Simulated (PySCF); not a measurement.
# Spinor energies of Pr⁻ (praseodymium, charge -1)

Start: [Xe] 4f3 6s2 6p1; 4f5/2 filled at m_j = +1/2, +3/2, +5/2; 6p1/2 filled at m_j = +1/2. Calculated with PySCF 2.14 in x2c-SVPall-2c with one added diffuse shell each of s, p, d, f type (8s11p10d4f1g, 128 functions): generalised Hartree-Fock with the X2C-1e Hamiltonian and a Gaussian nucleus; one run each with spin-orbit coupling (SO) switched off, then screened by Boettger's factors.

| spinor shell | electrons | ε, spin-free (eV) | ε, screened SO (eV) | weight of nominal j (screened SO) | rms radius, screened SO (bohr) |
| --- | --- | --- | --- | --- | --- |
| 1s1/2 | 2 | -42187.8 | -42181.7 | 1.000 | 0.0275 |
| 2s1/2 | 2 | -6895.3 | -6893.4 | 1.000 | 0.111 |
| 2p1/2 | 2 | -6163.1 | -6500.9 | 1.000 | 0.0958 |
| 2p3/2 | 4 | -6163.1 | -6014.6 | 1.000 | 0.102 |
| 3s1/2 | 2 | -1531.4 | -1530.7 | 1.000 | 0.290 |
| 3p1/2 | 2 | -1294.3 | -1362.9 | 1.000 | 0.282 |
| 3p3/2 | 4 | -1294.3 | -1263.6 | 1.000 | 0.294 |
| 3d3/2 | 4 | -960.98 | -973.58 | 0.999 | 0.266 |
| 3d5/2 | 6 | -960.98 | -951.83 | 0.999 | 0.269 |
| 4s1/2 | 2 | -321.66 | -321.40 | 1.000 | 0.661 |
| 4p1/2 | 2 | -241.41 | -257.12 | 0.989 | 0.685 |
| 4p3/2 | 4 | -241.41 | -234.19 | 0.994 | 0.712 |
| 4d3/2 | 4 | -123.48 | -128.40 | 0.832 | 0.783 |
| 4d5/2 | 6 | -123.48 | -119.91 | 0.888 | 0.789 |
| 5s1/2 | 2 | -45.733 | -45.650 | 1.000 | 1.62 |
| 5p1/2 | 2 | -23.870 | -26.383 | 0.933 | 1.84 |
| 5p3/2 | 4 | -23.870 | -22.667 | 0.966 | 1.94 |
| 4f5/2 | 3 | -7.546 | -7.532 | 0.792 | 1.22 |
| 6s1/2 | 2 | -1.702 | -1.682 | 0.984 | 5.72 |
| 6p1/2 | 1 | 0.063 | 0.038 | 0.599 | 9.16 |

```json
{"quantity": "E (hartree)", "spin-free": "-9230.80603", "screened SO": "-9235.10165"}
{"quantity": "M_J", "spin-free": "5", "screened SO": "5"}
{"quantity": "⟨J²⟩", "spin-free": "34.230", "screened SO": "33.716"}
{"quantity": "⟨L²⟩", "spin-free": "56.168", "screened SO": "55.908"}
{"quantity": "⟨S²⟩", "spin-free": "6.062", "screened SO": "6.022"}
```

The configuration of this anion was assumed by filling the next shell in order. It is not the known or likely ground configuration (Ca⁻, Sr⁻ and Ba⁻, for instance, bind a p electron), so these values are not the electron affinity of the element. At GHF the highest occupied level has a positive energy, so only the finite basis holds that electron. The determinant has a definite M_J but mixes levels of different J.

Each row is a mean over spinors that exchange with the open shell spreads, by up to 9.293 eV (4d3/2).

Rows whose weight is well below 1 are mixtures of j = l ± 1/2: exchange outweighs spin-orbit coupling there, and the label is only the starting occupation.

Breit and QED terms are absent; they matter most for the inner s and p1/2 levels.

Densities and radii are taken from the X2C orbitals without a picture-change correction, which distorts them close to the nucleus.

Without spin-orbit coupling the j labels of p, d and f shells carry no meaning; the spin-free column gives the mean over the occupied spinors of each nl shell, and its ⟨J²⟩ belongs to a mixture of degenerate components.
